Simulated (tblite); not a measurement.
Compound: C5H4ClF2O (doublet state).
SMILES with atom numbers: `[O:1]=[C:2]=[C:3]([CH:4][Cl:5])[CH2:6][CH:7]([F:8])[F:9]` (hydrogens: H10 on C4; H11, H12 on C6; H13 on C7)

Computed geometry: GFN2-xTB, gas phase. This method treats the open shell by occupation alone, without spin polarisation.

Problem. Give the optimised bond lengths and angles.

Solution. 
| bond | length (Å) |
| --- | --- |
| O1=C2 | 1.164 |
| C2=C3 | 1.332 |
| C3–C4 | 1.401 |
| C4–Cl5 | 1.705 |
| C3–C6 | 1.516 |
| C6–C7 | 1.526 |
| C7–F8, C7–F9 | 1.354 |
| C4–H10 | 1.073 |
| C6–H11, C6–H12 | 1.091 |
| C7–H13 | 1.100 |

Bonds in one row agree within 0.01 Å and their mean is given. A selection of angles:
| angle | degrees |
| --- | --- |
| O1–C2–C3 | 176.7 |
| C2–C3–C4 | 123.2 |
| C2–C3–C6 | 115.7 |
| C4–C3–C6 | 121.1 |
| C3–C4–Cl5 | 121.2 |
| C3–C6–C7 | 110.7 |
| C6–C7–F8 | 110.2 |
| C6–C7–F9 | 110.6 |
| F8–C7–F9 | 106.2 |

Dihedral angles: C2–C3–C4–Cl5 178° (antiperiplanar); C2–C3–C6–C7 -96° (anticlinal); C3–C6–C7–F8 -176° (antiperiplanar). The mirror-image conformer, all signs reversed, is as good.

Of the pairs four or more bonds apart, Cl5···H12 is among the closest relative to their van der Waals radii: 2.70 Å, 91 % of the sum of Bondi's values. C3 (carbon bonded to 3 C) is planar (angles 123.2°, 121.1° and 115.7°, sum 359.9°, 0.02 Å off the plane of its three neighbours). C4 (carbon bonded to C, Cl and H) is planar (angles 122.6°, 121.2° and 116.1°, sum 360.0°, 0.00 Å off the plane of its three neighbours). The C–C distances run from 1.332 Å (C2=C3, drawn double in one of several resonance forms) to 1.526 Å (C6–C7, drawn single), a spread of 0.194 Å.

Point group: C1 (no symmetry element, even within 0.4 Å). Its GFN2-xTB frequencies are all real (lowest 41 cm⁻¹). 3 starts were optimised and ended at 0.00, 0.63 and 1.19 kcal/mol (GFN2-xTB); the lowest of these is shown.
